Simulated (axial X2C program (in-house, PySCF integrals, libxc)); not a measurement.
# Density and ELF of HfSi⁻

Calculated with an in-house all-electron X2C program for linear molecules (integrals from PySCF). Spin-free means the one-electron spin-free X2C Hamiltonian. Basis: Hf dyall-acv3z [14s15p10d7f4g], Si dyall-av3z [9s8p3d2f] (cores contracted in-house); Gaussian nuclei, density fitting, unrestricted open shells. Masses: Hf 179.947 u, Si 27.977 u.

PBE0, scalar-relativistic, state M_S = 1/2, Λ = 0 (beyond evenly filled blocks: σα); Hf at z = 0, Si at z = 2.324 Å.

The maps cover the half plane through the axis: z from -2.4 to 4.2 Å along the bond, ρ from 0.15 to 2.25 Å away from it.

log10 of the density in e/bohr³:

```
 ρ\z  -2.4  -1.8  -1.2  -0.6   0.0   0.6   1.2   1.8   2.4   3.0   3.6   4.2
0.15  -2.6  -2.2  -1.5  -0.1   1.8  -0.1  -1.1  -0.7   1.0  -1.1  -1.6  -2.3
0.45  -2.7  -2.2  -1.6  -0.4   0.4  -0.4  -1.1  -1.0  -0.3  -1.2  -1.7  -2.4
0.75  -2.7  -2.3  -1.7  -1.0  -0.5  -0.9  -1.3  -1.2  -1.2  -1.4  -1.9  -2.5
1.05  -2.8  -2.4  -1.9  -1.5  -1.3  -1.4  -1.5  -1.4  -1.4  -1.6  -2.1  -2.6
1.35  -2.9  -2.5  -2.1  -1.9  -1.8  -1.8  -1.7  -1.7  -1.7  -1.9  -2.3  -2.8
1.65  -3.0  -2.6  -2.3  -2.2  -2.1  -2.1  -2.0  -2.0  -2.0  -2.2  -2.6  -3.0
1.95  -3.2  -2.8  -2.6  -2.4  -2.4  -2.3  -2.3  -2.3  -2.3  -2.5  -2.8  -3.2
2.25  -3.4  -3.0  -2.8  -2.7  -2.6  -2.6  -2.5  -2.6  -2.6  -2.8  -3.1  -3.5
```

Electron localisation function (collinear form, no current term, damped to 0 at low density):

```
 ρ\z  -2.4  -1.8  -1.2  -0.6   0.0   0.6   1.2   1.8   2.4   3.0   3.6   4.2
0.15  0.55  0.30  0.15  0.54  0.26  0.49  0.41  0.11  0.66  0.10  0.91  0.80
0.45  0.58  0.38  0.16  0.60  0.35  0.53  0.49  0.10  0.46  0.37  0.90  0.77
0.75  0.62  0.51  0.20  0.40  0.54  0.33  0.60  0.65  0.17  0.81  0.87  0.71
1.05  0.67  0.65  0.33  0.17  0.17  0.20  0.68  0.82  0.79  0.86  0.81  0.61
1.35  0.68  0.74  0.54  0.18  0.08  0.26  0.70  0.80  0.81  0.81  0.71  0.46
1.65  0.63  0.78  0.71  0.35  0.15  0.35  0.66  0.73  0.73  0.69  0.56  0.29
1.95  0.48  0.76  0.75  0.49  0.26  0.36  0.56  0.62  0.60  0.54  0.38  0.15
2.25  0.26  0.63  0.67  0.46  0.27  0.30  0.42  0.49  0.47  0.38  0.22  0.06
```

Axial spin density in 10⁻³ e/bohr³:

```
 ρ\z  -2.4  -1.8  -1.2  -0.6   0.0   0.6   1.2   1.8   2.4   3.0   3.6  4.2
0.15  -0.7  -0.8   7.5  58.0   3.8  22.5  37.0  12.9  23.8  15.7  10.2  2.7
0.45  -0.7  -1.0   2.5  12.3   2.3   4.6  22.7  11.5  -0.4  12.8   8.1  2.3
0.75  -0.6  -1.1  -0.9  -0.8  11.0  -0.2   9.0   4.9  -0.8   7.5   5.2  1.7
1.05  -0.5  -1.0  -1.4   0.1   7.0   0.6   2.5   1.0  -0.7   3.4   2.9  1.1
1.35  -0.4  -0.7  -0.8   0.9   3.8   0.9   0.5  -0.1  -0.3   1.4   1.5  0.7
1.65  -0.2  -0.4  -0.3   0.8   2.0   0.8   0.1  -0.2  -0.1   0.6   0.7  0.4
1.95  -0.1  -0.2  -0.1   0.6   1.1   0.6   0.1  -0.1   0.0   0.3   0.3  0.2
2.25  -0.1  -0.1   0.0   0.4   0.6   0.3   0.1   0.0   0.0   0.1   0.2  0.1
```

The state is one determinant whose occupation by symmetry is held fixed; it was picked as the lowest of a PBE0 search that is not exhaustive. Other states lie close and PBE0, whose exact exchange favours high spin, may order them wrongly; the determinant shown need not be the ground state. The nearest other spin-free determinant of the search, M_S = 1/2, Λ = 1, lies 0.40 eV up at the distance of the search. The determinant is spin-polarised beyond a pure state at some levels (its spin-free form has ⟨S²⟩ too high), which makes Re and μ there less reliable.
